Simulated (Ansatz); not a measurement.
Program: Ansatz. Geometries: PBE0-D4/def2-TZVP. ΔE: electronic, gas phase. CCSD(T)/CBS is the MP2 limit (def2-TZVPP, def2-QZVPP) plus CCSD(T) − MP2 in def2-TZVPP, frozen cores. This one scheme is used for every species. Functionals use def2-TZVPP. Each species was taken in one conformer, which may not be the lowest.

Consider the formal exchange of groups at the Si–N bond: `BN[SiH2]NC` + ethylene → `BN[SiH2]C=C` + CH₃NH₂.

```json
{"level": "PBE-D4", "ΔE (kJ/mol)": "53.2"}
{"level": "r2SCAN", "ΔE (kJ/mol)": "57.8"}
```

Question: What does CCSD(T)/CBS give? (Best estimate.)

Answer: Computed: +58.9 kJ/mol. The listed levels differ from it by -5.7, -1.1 kJ/mol.

Largest T1 diagnostic among the species: 0.012.

In def2-TZVPP, CCSD(T) changes the Hartree–Fock value by −4.3 kJ/mol (the triples alone add −0.9 kJ/mol) and MP2 by −3.2 kJ/mol.
